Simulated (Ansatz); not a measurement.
Basis sets compared for the cluster Ta₂O₅⁺. Charge 1, multiplicity 2. Geometry PBE-D4/def2-SVP. Ansatz on 4 threads of Arm Neoverse V1 on a shared host; times are rough, and most runs start from earlier orbitals.

```xyz
7

Ta    0.118    0.502   -1.329
Ta    0.136   -1.045    0.960
O    -1.214   -0.577    1.915
O    -1.238    1.555   -1.235
O     0.850    0.876    0.585
O     1.868   -0.034   -0.039
O    -0.521   -1.276   -0.857
```

In the def2 sets Ta takes a core potential; there is no spin–orbit coupling. The structure holds 1 bond(s) between oxygen atoms. Another isomer (doublet) lies 3.33 eV lower at PBE0-D4/def2-TZVP; other spin states weren't run for this one.

```tsv
level	functions	energy (Eh)	HOMO (eV)	LUMO (eV)	wall time
PBE-D4/def2-SVP	134	-489.4284	-10.32	-9.56	3.8 s
PBE0-D4/def2-SVP	134	-489.2638	-11.47	-8.68	5 s
```

Estimate the rows for PBE-D4/def2-TZVP (with forces), PBE0-D4/def2-TZVP.


```
                         level  functions  energy (Eh)  HOMO (eV)  LUMO (eV)  wall time
PBE-D4/def2-TZVP (with forces)        235    -489.9065     -10.24      -9.47        7 s
             PBE0-D4/def2-TZVP        235    -489.7505     -11.31      -8.66       12 s
```
